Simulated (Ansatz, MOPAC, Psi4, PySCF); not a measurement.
Noncovalent pair: SiH4 (SMILES [SiH4]) (first 5 atoms) with C3H4 (SMILES C=C=C); geometry from B3LYP-D3(BJ)/def2-TZVP, rigid monomers moved along the line of their centres of mass till Si1···C6 is 3.29 Å.
(charge 0, multiplicity 1):
```xyz
12

Si    -0.1137     0.3464     0.2517
H      1.2281     0.6215     0.8093
H     -0.0152     0.2466    -1.2242
H     -1.0399     1.4455     0.6010
H     -0.6271    -0.9333     0.7873
C     -0.4433     1.0098     3.4608
C      0.0619    -0.1883     3.4755
C      0.5670    -1.3856     3.4773
H      0.1833     1.8827     3.3187
H     -1.5068     1.1745     3.5893
H      0.6586    -1.9549     2.5594
H      0.9113    -1.8517     4.3931
```

Interaction energies are E(AB) − E(A) − E(B) at the monomers' geometry in the complex; basis-set methods are counterpoise corrected. Rows marked so take none.

Cores are frozen in the correlated methods. Rows in 3-21G, 6-31G* carry no dispersion term and start afresh at each structure (6-31G* with six Cartesian d functions). The state reached by PM3, PM6 isn't checked.

Run with Ansatz (an electronic-structure program) with Gaussian orbitals; MOPAC for PM3, PM6 (differences of heats of formation); Psi4 for SAPT; PySCF for 3-21G rows, 6-31G* rows, the dispersion terms. 

```tsv
level	interaction energy (kJ/mol)
PM3	7.6
PM6	-2.4
HF/6-31G* (no counterpoise)	12.8
PBE-D3(BJ)/def2-TZVPPD	-5.0
B3LYP/3-21G (no counterpoise)	2.8
B3LYP/6-31G*	12.0
B3LYP/6-31G* (no counterpoise)	7.0
CCSD(T)/aug-cc-pV(D+d)Z	0.1
SAPT0/jun-cc-pV(D+d)Z	[?]
```

Q: Complete the blanks.

A: 
- SAPT0/jun-cc-pV(D+d)Z, interaction energy (kJ/mol): 1.1
